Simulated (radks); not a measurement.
Results of a calculation; reference values are marked as such.
Ionisation of the iodine ion I2+, [Kr] 4d10 5s2 5p3, to I3+, [Kr] 4d10 5s2 5p2, under several functionals. Dirac Kohn-Sham, spin-unpolarised, spherical densities, finite nucleus; open shells fill j = l - 1/2 first; a radial shooting solver on a logarithmic mesh with Libxc functionals.

| functional | E(I2+) (hartree) | Exc (hartree) | IE (eV) | -e(HOMO) (eV) | <r> HOMO (bohr) | IE error (eV) |
|---|---|---|---|---|---|---|
| LDA (Slater exchange, Perdew-Zunger correlation) | -7111.89658 | -175.10300 | 28.996 | 24.158 | 2.232 | -0.574 |
| LDA (Slater exchange, VWN5 correlation) | -7111.91781 | -175.12445 | 28.995 | 24.156 | 2.232 | -0.575 |
| HCTH/407 | -7122.12005 | -185.60615 | 28.927 | 24.119 | 2.230 | -0.643 |
| Wu-Cohen GGA | -7116.90739 | -180.17837 | 28.807 | 23.989 | 2.230 | -0.763 |
| OLYP | -7120.43638 | -183.83619 | 28.578 | 23.797 | 2.237 | -0.992 |
| PBE | -7117.69757 | -180.97563 | 28.724 | 23.924 | 2.238 | -0.846 |
| BLYP | -7118.37953 | -181.65882 | 28.620 | 23.788 | 2.245 | -0.950 |
| B86b exchange with PBE correlation | -7118.46522 | -181.75333 | 28.751 | 23.947 | 2.237 | -0.819 |
| exchange-only PBE | -7114.93221 | -178.17376 | 27.708 | 22.904 | 2.263 | -1.862 |

NIST Atomic Spectra Database: 29.57 eV (measured). Closest: LDA (Slater exchange, Perdew-Zunger correlation). The Delta-SCF values span 1.29 eV, the total energies 10.22 hartree. The highest occupied level is 5p3/2. Spin polarisation and multiplet splitting are left out, so open shells lie too high by an amount that depends on their filling.

Beside tabulated values, note that spin-unpolarised runs miss the spin-polarisation part of the exchange energy of open shells.
